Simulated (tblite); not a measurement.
C6H7FS.
Bonds: F1–C2, C2–C3, C3–C4, C4–C5 (aromatic), C5–C6 (aromatic), C6–C7 (aromatic), C7–S8 (aromatic), C4–S8 (aromatic). Hydrogens: H9, H10 on C2; H11, H12 on C3; H13 on C5; H14 on C6; H15 on C7.

Structure optimised with GFN2-xTB, isolated species.

**Question.** Give the optimised bond lengths and angles.

**Answer.** 
```json
{"bond": "F1–C2", "length (Å)": "1.372"}
{"bond": "C2–C3", "length (Å)": "1.530"}
{"bond": "C3–C4", "length (Å)": "1.492"}
{"bond": "C4–C5", "length (Å)": "1.359"}
{"bond": "C5–C6", "length (Å)": "1.414"}
{"bond": "C6–C7", "length (Å)": "1.355"}
{"bond": "C7–S8", "length (Å)": "1.720"}
{"bond": "C4–S8", "length (Å)": "1.735"}
{"bond": "C2–H9, C2–H10", "length (Å)": "1.095"}
{"bond": "C3–H11, C3–H12", "length (Å)": "1.092"}
{"bond": "C5–H13", "length (Å)": "1.075"}
{"bond": "C6–H14", "length (Å)": "1.075"}
{"bond": "C7–H15", "length (Å)": "1.072"}
```

Bonds in one row agree within 0.01 Å and their mean is given. A selection of angles:
```json
{"angle": "F1–C2–C3", "degrees": "110.3"}
{"angle": "F1–C2–H9", "degrees": "106.6"}
{"angle": "C3–C2–H9", "degrees": "111.3"}
{"angle": "H9–C2–H10", "degrees": "110.3"}
{"angle": "C2–C3–C4", "degrees": "111.1"}
{"angle": "C2–C3–H11", "degrees": "108.6"}
{"angle": "C2–C3–H12", "degrees": "108.0"}
{"angle": "C4–C3–H11", "degrees": "109.5"}
{"angle": "H11–C3–H12", "degrees": "109.0"}
{"angle": "C3–C4–C5", "degrees": "128.2"}
{"angle": "C3–C4–S8", "degrees": "120.6"}
{"angle": "C5–C4–S8", "degrees": "111.1"}
{"angle": "C4–C5–C6", "degrees": "113.1"}
{"angle": "C4–C5–H13", "degrees": "123.2"}
{"angle": "C6–C5–H13", "degrees": "123.8"}
{"angle": "C5–C6–C7", "degrees": "112.6"}
{"angle": "C5–C6–H14", "degrees": "123.7"}
{"angle": "C7–C6–H14", "degrees": "123.7"}
{"angle": "C6–C7–S8", "degrees": "112.0"}
{"angle": "C6–C7–H15", "degrees": "128.8"}
{"angle": "S8–C7–H15", "degrees": "119.2"}
{"angle": "C4–S8–C7", "degrees": "91.2"}
```

Dihedral angles: F1–C2–C3–C4 -67° (synclinal); C2–C3–C4–C5 88° (synclinal). The mirror-image conformer, all signs reversed, is as good.

Of the pairs four or more bonds apart, F1···C5 is among the closest relative to their van der Waals radii: 3.28 Å, 103 % of the sum of Bondi's values. The 5-membered ring C4–C5–C6–C7–S8 has internal angles of 91.2° to 113.1° (sum 540°, against 540° for a flat polygon); it is planar, 0.00 Å rms from its mean plane, widest ring torsion 0°. The 5 C–C bonds span 1.355 Å (C6–C7, aromatic) to 1.530 Å (C2–C3, drawn single), a spread of 0.175 Å.

Point group: C1 (no symmetry element, even within 0.4 Å). Its GFN2-xTB frequencies are all real (lowest 20 cm⁻¹). One conformer, not necessarily the lowest.

Hardware: Intel Xeon Platinum 8259CL at 2.50 GHz, one thread, shared host with 96 logical CPUs at a one-minute load of 45. Cost: 0.9 s. These figures are those of the optimisation.

The numbers are calculated, not measured.
